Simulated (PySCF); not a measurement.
H$_{3}$ClSi, triplet, at the geometry of the source list (a higher spin typed on purpose: for a closed-shell molecule this is an excited state); MP2/def2-SVP in PySCF.

The PySCF input:
```python
from pyscf import gto, scf, mp

mol = gto.Mole()
mol.atom = '''
    Si   -0.129100   -0.005700   -0.004600
    Cl    1.878100    0.083600    0.067600
    H    -0.504300   -0.998400   -1.005300
    H    -0.630000    1.313800   -0.372600
    H    -0.614800   -0.393300    1.315000
'''
mol.basis = 'def2-svp'
mol.charge = 0
mol.spin = 2
mol.verbose = 4
mol.build()

mf = scf.UHF(mol)
mf.kernel()

pt = mp.MP2(mf)
pt.kernel()
print('E(MP2) = %.10f' % pt.e_tot)
```

What the program printed (banner, timings and long lists left out):

```
PySCF version 2.14.0

[INPUT] verbose = 4
[INPUT] num. atoms = 5
[INPUT] num. electrons = 34
[INPUT] charge = 0
[INPUT] spin (= nelec alpha-beta = 2S) = 2
[INPUT] symmetry False subgroup None
[INPUT] Mole.unit = angstrom
[INPUT] Symbol           X                Y                Z      unit          X                Y                Z       unit  Magmom
[INPUT]  1 Si    -0.129100000000  -0.005700000000  -0.004600000000 AA   -0.243963642681  -0.010771438910  -0.008692740173 Bohr   0.0
[INPUT]  2 Cl     1.878100000000   0.083600000000   0.067600000000 AA    3.549094634546   0.157981104014   0.127745486021 Bohr   0.0
[INPUT]  3 H     -0.504300000000  -0.998400000000  -1.005300000000 AA   -0.952988884618  -1.886702562766  -1.899741673025 Bohr   0.0
[INPUT]  4 H     -0.630000000000   1.313800000000  -0.372600000000 AA   -1.190527458476   2.482722182454  -0.704111954013 Bohr   0.0
[INPUT]  5 H     -0.614800000000  -0.393300000000   1.315000000000 AA   -1.161803621383  -0.743229284791   2.484989853803 Bohr   0.0

nuclear repulsion = 88.085674634342
number of shells = 25
number of NR pGTOs = 93
number of NR cGTOs = 51
basis = def2-svp
ecp = {}

******** <class 'pyscf.scf.uhf.UHF'> ********
method = UHF
initial guess = minao
damping factor = 0
level_shift factor = 0
DIIS = <class 'pyscf.scf.diis.CDIIS'>
diis_start_cycle = 1
diis_space = 8
diis_damp = 0
SCF conv_tol = 1e-09
SCF conv_tol_grad = None
SCF max_cycles = 50
direct_scf = True
direct_scf_tol = 1e-13
number electrons alpha = 18  beta = 16
Set gradient conv threshold to 3.16228e-05
init E= -749.878696120524

cycle= 1 E= -749.62237372759  delta_E= 0.256  |g|= 0.193  |ddm|= 2.89

cycle= 2 E= -749.655141424758  delta_E= -0.0328  |g|= 0.0941  |ddm|= 0.529

cycle= 3 E= -749.661707359745  delta_E= -0.00657  |g|= 0.031  |ddm|= 0.154

cycle= 4 E= -749.664244803134  delta_E= -0.00254  |g|= 0.0184  |ddm|= 0.183

cycle= 5 E= -749.665367718006  delta_E= -0.00112  |g|= 0.0141  |ddm|= 0.0881

cycle= 6 E= -749.666529541125  delta_E= -0.00116  |g|= 0.0134  |ddm|= 0.0733

cycle= 7 E= -749.667014170403  delta_E= -0.000485  |g|= 0.0133  |ddm|= 0.0383

cycle= 8 E= -749.667282196893  delta_E= -0.000268  |g|= 0.0135  |ddm|= 0.0296

cycle= 9 E= -749.664835132744  delta_E= 0.00245  |g|= 0.0106  |ddm|= 0.411

cycle= 10 E= -749.663763595315  delta_E= 0.00107  |g|= 0.00838  |ddm|= 0.32

cycle= 11 E= -749.663011827899  delta_E= 0.000752  |g|= 0.00834  |ddm|= 0.398

cycle= 12 E= -749.662607850791  delta_E= 0.000404  |g|= 0.0118  |ddm|= 0.177

cycle= 13 E= -749.663523764459  delta_E= -0.000916  |g|= 0.00629  |ddm|= 0.354

cycle= 14 E= -749.663704826378  delta_E= -0.000181  |g|= 0.00745  |ddm|= 0.0299

cycle= 15 E= -749.664389099098  delta_E= -0.000684  |g|= 0.00872  |ddm|= 0.245

cycle= 16 E= -749.664377630945  delta_E= 1.15e-05  |g|= 0.00831  |ddm|= 0.0151

cycle= 17 E= -749.664463969268  delta_E= -8.63e-05  |g|= 0.00795  |ddm|= 0.0394

cycle= 18 E= -749.664613201556  delta_E= -0.000149  |g|= 0.00819  |ddm|= 0.0505

cycle= 19 E= -749.664620254068  delta_E= -7.05e-06  |g|= 0.00828  |ddm|= 0.0115

cycle= 20 E= -749.664623299371  delta_E= -3.05e-06  |g|= 0.00823  |ddm|= 0.00722

cycle= 21 E= -749.663545532279  delta_E= 0.00108  |g|= 0.00565  |ddm|= 0.437

cycle= 22 E= -749.663321540456  delta_E= 0.000224  |g|= 0.00579  |ddm|= 0.166

cycle= 23 E= -749.663784654941  delta_E= -0.000463  |g|= 0.00603  |ddm|= 0.299

cycle= 24 E= -749.662978993438  delta_E= 0.000806  |g|= 0.00786  |ddm|= 0.468

cycle= 25 E= -749.664200144318  delta_E= -0.00122  |g|= 0.00675  |ddm|= 0.629

cycle= 26 E= -749.664251105194  delta_E= -5.1e-05  |g|= 0.00625  |ddm|= 0.0283

cycle= 27 E= -749.664183021069  delta_E= 6.81e-05  |g|= 0.00632  |ddm|= 0.0223

cycle= 28 E= -749.664140914256  delta_E= 4.21e-05  |g|= 0.00572  |ddm|= 0.0369

cycle= 29 E= -749.6641210098  delta_E= 1.99e-05  |g|= 0.00641  |ddm|= 0.0426

cycle= 30 E= -749.664048921879  delta_E= 7.21e-05  |g|= 0.00627  |ddm|= 0.0249

cycle= 31 E= -749.664252003354  delta_E= -0.000203  |g|= 0.00712  |ddm|= 0.11

cycle= 32 E= -749.664978856734  delta_E= -0.000727  |g|= 0.00905  |ddm|= 0.199

cycle= 33 E= -749.663163247596  delta_E= 0.00182  |g|= 0.00757  |ddm|= 0.921

cycle= 34 E= -749.66317599236  delta_E= -1.27e-05  |g|= 0.00747  |ddm|= 0.00719

cycle= 35 E= -749.663319763657  delta_E= -0.000144  |g|= 0.00652  |ddm|= 0.0659

cycle= 36 E= -749.663436544036  delta_E= -0.000117  |g|= 0.00612  |ddm|= 0.0672

cycle= 37 E= -749.663611585489  delta_E= -0.000175  |g|= 0.00575  |ddm|= 0.0761

cycle= 38 E= -749.663966705157  delta_E= -0.000355  |g|= 0.00583  |ddm|= 0.254

cycle= 39 E= -749.663914610257  delta_E= 5.21e-05  |g|= 0.00586  |ddm|= 0.037

cycle= 40 E= -749.663809176176  delta_E= 0.000105  |g|= 0.00633  |ddm|= 0.0758

cycle= 41 E= -749.664073045299  delta_E= -0.000264  |g|= 0.00546  |ddm|= 0.157

cycle= 42 E= -749.664064101001  delta_E= 8.94e-06  |g|= 0.00544  |ddm|= 0.0198

cycle= 43 E= -749.664225251152  delta_E= -0.000161  |g|= 0.00581  |ddm|= 0.0878

cycle= 44 E= -749.663927746446  delta_E= 0.000298  |g|= 0.006  |ddm|= 0.196

cycle= 45 E= -749.664010415061  delta_E= -8.27e-05  |g|= 0.00501  |ddm|= 0.0706

cycle= 46 E= -749.664241257151  delta_E= -0.000231  |g|= 0.00505  |ddm|= 0.139

cycle= 47 E= -749.663670616563  delta_E= 0.000571  |g|= 0.00475  |ddm|= 0.343

cycle= 48 E= -749.664035887454  delta_E= -0.000365  |g|= 0.00486  |ddm|= 0.242

cycle= 49 E= -749.663738783681  delta_E= 0.000297  |g|= 0.00416  |ddm|= 0.169

cycle= 50 E= -749.663451493428  delta_E= 0.000287  |g|= 0.00499  |ddm|= 0.149
SCF not converged.
SCF energy = -749.663451493428 after 50 cycles  <S^2> = 2.0212847  2S+1 = 3.0141564

******** <class 'pyscf.mp.ump2.UMP2'> ********
nocc = (np.int64(18), np.int64(16)), nmo = (51, 51)
Init E(MP2) = -0.260683961363423
cycle = 1  E_corr(MP2) = -0.26074767771465  dE = -6.37163512e-05  norm(t2) = 0.000405706
cycle = 2  E_corr(MP2) = -0.260747874727692  dE = -1.97013043e-07  norm(t2) = 8.96062e-07
cycle = 3  E_corr(MP2) = -0.260747874946996  dE = -2.19303242e-10  norm(t2) = 2.6506e-09
E(UMP2) = -749.924199368375  E_corr = -0.260747874946996
E(SCS-UMP2) = -749.921419916981  E_corr = -0.257968423553206
E_corr(same-spin) = -0.0633796458267557
E_corr(oppo-spin) = -0.19736822912024
E(MP2) = -749.9241993684
```

The run did not converge; its last values are not results.
